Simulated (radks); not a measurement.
The numbers below are computed, except where a source is named.
Task: Successive ionisation energies (eV) of one element, from differences of total energies of ions in their ground configurations, starting at charge 0: 4.199, 27.729, 40.257, 53.644, 67.780, 82.565, 97.891, 132.52, 149.39, 279.12, 319.89, 362.46, 406.76, 452.76, 500.41, 549.68, 600.54, 652.94, 706.85, 857.47, 908.13, 959.51. Code: a radial shooting solver on a logarithmic mesh with Libxc functionals. Model: non-relativistic Kohn-Sham, LDA (Slater exchange, Perdew-Wang correlation), spin-unpolarised, spherical densities, point nucleus; relativity is left out, which matters for an element this heavy. Which element is it?

Result: Rubidium (Z = 37). The first species listed is Rb in [Kr] 5s1, the last Rb21+ in [Ne] 3s2 3p4.
